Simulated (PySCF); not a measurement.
This PySCF input asks for the NMR shieldings of SMILES C=C(C)O[SiH-]N([SiH3])[SiH3], [C3H12NOSi3]-; the geometry comes from GFN2-xTB.

```python
import basis_set_exchange as bse
import numpy as np
from pyscf import gto, dft
from pyscf.prop import nmr

atoms = """
C     2.615769    1.762936    0.345819
C     2.033678    0.572169    0.153119
C     2.846752   -0.690062    0.056169
O     0.732998    0.443505    0.046193
Si   -0.139732   -0.983276   -0.381629
N    -1.773469   -0.239824   -0.133145
Si   -2.067238    1.245125    0.647179
Si   -2.840496   -1.472024   -0.621559
H     2.029894    2.661895    0.418785
H     3.683668    1.858444    0.438555
H     2.586294   -1.192477   -0.873953
H     3.913412   -0.483607    0.101205
H     2.564278   -1.360569    0.864867
H    -0.035457   -1.686466    0.980502
H    -3.529367    1.495664    0.619576
H    -1.672377    1.288948    2.070650
H    -1.425640    2.368113   -0.052045
H    -2.661201   -2.728078    0.125038
H    -4.243330   -1.062897   -0.410979
H    -2.623584   -1.786840   -2.036169
"""
names = dict.fromkeys(["C", "O", "Si", "N", "H"], "pcSseg-1")
basis = {el: gto.basis.parse(bse.get_basis(n, elements=[el], fmt="nwchem")) for el, n in names.items()}
mol = gto.M(atom=atoms, basis=basis, charge=-1, verbose=0)
mf = dft.RKS(mol, xc="PBE0")
mf.grids.level = 2
mf.grids.alignment = dft.numint.BLKSIZE   # the property module wants whole blocks of grid points
mf.conv_tol = 1e-9
mf.kernel()

calc = nmr.RKS(mf)   # GIAO
C = mf.mo_coeff
Co = C[:, mf.mo_occ > 0]
resp = mf.gen_response(singlet=True, hermi=2)
def vind(x):   # induced exchange potential for any number of trial vectors
    d = np.einsum("pi,xij,qj->xpq", C, 2 * x.reshape(-1, C.shape[1], Co.shape[1]), Co, optimize=True)
    return np.einsum("xpq,pi,qj->xij", resp(d - d.transpose(0, 2, 1)), C, Co, optimize=True).ravel()
mo1, _ = nmr.rhf.solve_mo1(calc, with_cphf=vind)
sigma = calc.kernel(mo1)
for i, s in enumerate(sigma):   # ppm
    print("%2d %-2s %9.2f" % (i, mol.atom_pure_symbol(i), np.trace(s) / 3))
```

**Question.** What does it print?

**Answer.** 
```
 0 C     109.27
 1 C      19.07
 2 C     164.23
 3 O     166.21
 4 Si    286.85
 5 N     261.56
 6 Si    421.23
 7 Si    424.12
 8 H      28.25
 9 H      28.34
10 H      28.57
11 H      30.50
12 H      29.38
13 H      24.52
14 H      27.04
15 H      27.00
16 H      26.69
17 H      27.31
18 H      27.16
19 H      26.47
```

These numbers come from an equivalent density-fitted implementation of the same equations, which agrees with the script to about 0.01 ppm for H and up to a few tenths of a ppm for heavy atoms, so last digits may differ.

Size and cost of the density-fitted run: 217 basis functions, 52 s wall time on 1 thread of an AMD EPYC 7R43 64-Core, shared host; peak memory 1 GiB.
